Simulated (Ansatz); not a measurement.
`[F][Ge]1([F])[CH2][O]1`, charge 0, multiplicity 1.

Question: Give a relaxed structure at PBE0-D4/def2-TZVP (Ansatz 0.2.0). (Estimate.)

Answer: Ansatz gave: 
Cartesian coordinates in Å:
```
F -1.846 1.354 -0.349
Ge -0.831 0.003 -0.111
F -1.859 -1.345 -0.315
C 0.977 0.000 0.371
O 0.671 -0.017 -1.069
H 1.448 0.915 0.725
H 1.440 -0.910 0.748
```
Point group Cs.
